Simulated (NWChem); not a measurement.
System: CH$_{4}$FMoNO; SMILES [CH3][Mo](=[NH])(=[O])[F]

Input file for NWChem:

```
start job
memory heap 200 mb stack 900 mb global 1100 mb
geometry units angstroms
  Mo     0.090360    -0.077605    -0.014407
  O      1.364805     0.173274     0.982203
  N      0.452243     0.069607    -1.699387
  H      0.889917     0.152226    -2.610563
  F     -1.186988    -1.255954     0.382693
  C     -0.964921     1.758915     0.305366
  H     -0.437298     2.688964     0.076713
  H     -1.241176     1.795237     1.370405
  H     -1.889583     1.746411    -0.292844
end
basis spherical
  * library def2-svp
end
ecp
  Mo library def2-ecp
end
dft
  xc pbe0
  iterations 150
end
driver
  maxiter 120
end
task dft optimize
```

Not confirmed as a minimum by frequencies. def2 effective core potentials on Mo; no spin-orbit coupling.

The level has its own optimisation.

Problem. What results follow from this input? (PBE0/def2-SVP with def2 effective core potentials on Mo.) Quantities: r Mo–O (Å); r Mo–N (Å); r F–Mo (Å); r C–Mo (Å); dipole (D).

Solution. The r Mo–O (Å) comes out as 1.670, the r Mo–N (Å) is 1.719 and the r F–Mo (Å) is 1.857. The r C–Mo (Å) comes out as 2.098 and the dipole (D) is 2.03.
